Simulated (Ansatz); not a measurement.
The first iterations of a band of ClFGeH2 + H4OSi (11 atoms, charge 0, multiplicity 1).

The calculation used Ansatz, RKS PBE-D4/def2-SVP.

- movable images: 5
- climbing image: yes
- spring: 5.0 eV/Å²
- optimiser: quadratic models (default)
- start path: through a guess of the saddle point
- force threshold: 0.03 eV/Å
- iteration limit: 60
- end points: relaxed

First end point:

```xyz
11
Properties=species:S:1:pos:R:3
Ge -0.143 0.512 -0.112
H -0.982 0.477 1.177
F 1.488 -0.084 0.269
H 0.107 1.885 -0.775
Cl -0.968 -0.800 -1.618
O 0.187 -2.108 1.445
Si -0.006 -3.646 0.781
H 0.464 -3.714 -0.648
H 0.750 -4.687 1.570
H -1.471 -3.958 0.858
H 1.017 -1.648 1.199
```

Last end point:

```xyz
11
Properties=species:S:1:pos:R:3
Ge 0.114 -0.401 -0.690
H 0.075 -0.043 3.399
F 1.779 -0.271 -1.201
H -0.360 0.950 -0.138
Cl -1.000 -1.082 -2.409
O 0.040 -1.642 0.564
Si -0.049 -3.336 0.469
H 0.925 -3.862 -0.548
H 0.299 -3.844 1.835
H -1.442 -3.763 0.099
H 0.063 -0.477 2.764
```

| iteration | highest image above the first end (eV) | largest band force component (eV/Å) |
| --- | --- | --- |
| 1 | 8.496 | 17.530 |
| 2 | 5.533 | 6.541 |
| 3 | 3.139 | 4.192 |
| 4 | 2.238 | 5.768 |
| 5 | 1.618 | 1.666 |
| 6 | 0.984 | 0.811 |
| 7 | 0.855 | 0.641 |
| 8 | 0.884 | 1.021 |
| 9 | 1.321 | 1.099 |
| 10 | 1.568 | 1.320 |
| 11 | 1.731 | 1.073 |
| 12 | 1.661 | 0.329 |
| 13 | 1.646 | 0.247 |
| 14 | 1.631 | 0.143 |
| 15 | 1.622 | 0.149 |
| 16 | 1.615 | 0.138 |
| 17 | 1.608 | 0.143 |
| 18 | 1.604 | 0.130 |
| 19 | 1.600 | 0.134 |
| 20 | 1.596 | 0.137 |

Does the band converge within its limit, and where does its top end?

It did not converge within its limit. It ended after 60 iterations with the highest image 1.501 eV above the first end. The band didn't meet its force threshold, so its energies are provisional: the largest band force was still 0.06 eV/Å, and over the last iterations the top stayed at 1.50 eV. Neighbouring images lie up to 1.8 Å apart, so the band is torn or far too coarse. The orbitals stay closed-shell, which can raise the energy where a bond breaks towards radicals; this wasn't checked here.

The run took 6.9 min on 4 threads of Arm Neoverse V2, with other jobs on the host, peak memory 0.19 GiB.
